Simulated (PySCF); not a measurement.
TeMe2, C2H6Te.
Geometry (PBE0-D3(BJ)/def2-SVP, Å), atoms numbered from 1 in this order:
```xyz
9
C2H6Te angstrom
Te     0.008   -0.022   -1.467
C      1.585   -0.035   -0.003
H      1.506   -0.932    0.624
H      1.529    0.872    0.613
H      2.541   -0.051   -0.543
C     -1.556    0.020    0.010
H     -1.475    0.933    0.613
H     -1.490   -0.871    0.648
H     -2.516    0.017   -0.522
```

Theory: PBE0-D3(BJ)/def2-SVP geometry optimisation, gas phase, def2 core potentials past Kr (PySCF).

Q: Which atoms are bound to Te1, and at what distances?

A: 2 atoms: C6 2.152 Å, C2 2.152 Å. The nearest atom not counted as bound is H9, at 2.70 Å (others tie with it).

Q: What is the shape at Te1?

A: Bent: angle 93.7°.

Q: What are the other bond lengths?

A: C2–H3 and 5 like bonds 1.098 Å.

Q: What are the rotational constants (commonest isotopes, rigid rotor)?

A: A = 8200, B = 5985, C = 3623 MHz: an asymmetric top.

Point group: C2v (every atom within 0.08 Å of its image). Charge 0, singlet. PBE0-D3(BJ)/def2-SVP frequencies: not computed here.
